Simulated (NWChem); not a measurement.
Species: C4H5F; SMILES F[C@@H]1CC=C1

```xyz
10

F      0.0475     1.6999     0.2678
C      0.0335     0.5075    -0.4415
C      1.0452    -0.5397    -0.0354
C      0.1028    -1.4525     0.2419
C     -1.0688    -0.5172    -0.0122
H      0.0230     0.7618    -1.5086
H      2.1309    -0.5443    -0.0353
H      0.1410    -2.5042     0.5131
H     -1.7947    -0.8111    -0.7808
H     -1.6044    -0.1897     0.8849
```
Atoms are numbered in this order, from 1.

All runs: NWChem. Structure relaxed at the B3LYP/6-31G* (spherical d) level.

### Question
Predict the results for BLYP/def2-TZVP. Quantities: highest occupied level (eV); orbital gap (eV); dipole (D).

### Answer
The highest occupied level (eV) comes out as -6.45 and the orbital gap (eV) is 5.32. The dipole (D) comes out as 1.86.
